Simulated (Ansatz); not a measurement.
`C[Si@H](F)[C@@H](F)Cl` + `C[SiH](N)O` → `CN[SiH](C)O` + `F[SiH2]C(F)Cl`  (substitution at a C–Si bond)

Isolated molecules relaxed with PBE0-D4/def2-TZVP in Ansatz; ΔE leaves out vibrations. CBS: MP2 limit from def2 TZ/QZ plus the TZ coupled-cluster correction, frozen cores. DFT in def2-TZVPP. B3LYP here is the variant with VWN-RPA as its local correlation; programs differ in this. One conformer a species, not always the lowest.

Q: Is it downhill or uphill in electronic energy at CCSD(T)/CBS, and by how much? (Estimate.)

A: Ansatz gave: Uphill: ΔE = +23.3 kcal/mol.

Q: What do these levels give: B3LYP-D4, MP2/def2-TZVPP, CCSD/def2-TZVPP, MP2/def2-QZVPP, HF/CBS(def2), CCSD/CBS(def2)? (Best estimate.)

A: Computed: B3LYP-D4 22.1, MP2/def2-TZVPP 23.5, CCSD/def2-TZVPP 22.5, MP2/def2-QZVPP 23.9, HF/CBS(def2) 20.7, CCSD/CBS(def2) 23.1 kcal/mol.

Largest T1 diagnostic among the species: 0.011.

In def2-TZVPP, CCSD(T) changes the Hartree–Fock value by +1.8 kcal/mol (the triples alone add +0.2 kcal/mol) and MP2 by +2.7 kcal/mol.
